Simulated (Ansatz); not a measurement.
Input and output for `BN([SiH2])[SiH3]` radical.

```yaml
crystal:
  periodic: [false, false, false]
  atoms:
    - {symbol: B, position_ang: [-0.028191, 1.551108, 0.489800]}
    - {symbol: N, position_ang: [-0.172723, 0.222919, 0.031478]}
    - {symbol: Si, position_ang: [-1.324001, -0.121980, -1.245639]}
    - {symbol: Si, position_ang: [0.757490, -1.092371, 0.732580]}
    - {symbol: H, position_ang: [-0.686323, 2.420585, -0.011274]}
    - {symbol: H, position_ang: [0.746128, 1.800058, 1.369802]}
    - {symbol: H, position_ang: [-0.932219, -1.417380, -1.874303]}
    - {symbol: H, position_ang: [-1.320119, 0.981763, -2.243039]}
    - {symbol: H, position_ang: [-0.143509, -2.256808, 0.934713]}
    - {symbol: H, position_ang: [1.321095, -0.646970, 2.027313]}
    - {symbol: H, position_ang: [1.847874, -1.497725, -0.190932]}
basis:
  gaussian: {orbitals: ANO-RCC-VTZP}
total_charge: 1
hamiltonian: {xc: {name: PBE-QIDH}}
output: {forces: true}
```

```sh
$ ansatz run in.yaml --threads 4 --pin off --events-out ev --progress --plain --max-ram 10444MiB
```

It prints (some lines left out):

```
Functional definition: PBE-QIDH
1309 factors; integrals over basis functions are off by at most 1.1e-3 eV
mean field evaluation 1: about -18034.5344 eV, gradient 6.2e1 eV
mean field evaluation 2: about -18034.6289 eV, gradient 6.2e1 eV
mean field evaluation 4: about -18042.8726 eV, gradient 8.3e0 eV
mean field evaluation 8: about -18043.0783 eV, gradient 1.2e-1 eV
mean field evaluation 16: about -18043.0786 eV, gradient 5.5e-5 eV
mean field -18043.07856775 eV, -663.0709073269 hartree, gradient 4.0e-6 eV, S^2 0.000000; 0 other end points of the search recorded, 0 dependent functions left out
12 core orbitals not correlated: weight in the atoms' cores, before any rotation towards them, 1.000 or more for the frozen orbitals, at most 0.000 for the correlated occupied ones
reference -18043.07858194 eV, -663.0709078483 hartree; 11, 11 occupied and 203, 203 virtual orbitals, 1309 factors
second order -16.72354956 eV of doubles, -0.00000000 eV of singles
Total energy: -18048.65309846 eV, -663.2757675519 hartree
Relativity: scalar
Atom 0 at    -0.028191     1.551108     0.489800 Å, force     0.061198     1.927214     0.553760 eV/Å
Atom 1 at    -0.172723     0.222919     0.031478 Å, force    -2.721716    -1.250571    -2.017916 eV/Å
Atom 2 at    -1.324001    -0.121980    -1.245639 Å, force     4.341892     0.704687     0.025985 eV/Å
Atom 3 at     0.757490    -1.092371     0.732580 Å, force     1.119174    -1.534901     1.094252 eV/Å
Atom 4 at    -0.686323     2.420585    -0.011274 Å, force     0.049394    -0.260060     0.096582 eV/Å
Atom 5 at     0.746128     1.800058     1.369802 Å, force    -0.130428    -0.166015    -0.362617 eV/Å
Atom 6 at    -0.932219    -1.417380    -1.874303 Å, force    -1.057925    -0.139835     0.526035 eV/Å
Atom 7 at    -1.320119     0.981763    -2.243039 Å, force    -1.101150     0.070475     0.551880 eV/Å
Atom 8 at    -0.143509    -2.256808     0.934713 Å, force    -0.052170     0.290864    -0.169523 eV/Å
Atom 9 at     1.321095    -0.646970     2.027313 Å, force    -0.219097     0.087671    -0.279254 eV/Å
Atom 10 at     1.847874    -1.497725    -0.190932 Å, force    -0.289171     0.270470    -0.019182 eV/Å
Dipole moment:    -0.811634    -0.017141    -0.646989 e Å
```

Run time 24 s (4 threads of an Arm Neoverse V1 on a shared host); peak host memory 0.85 GiB.
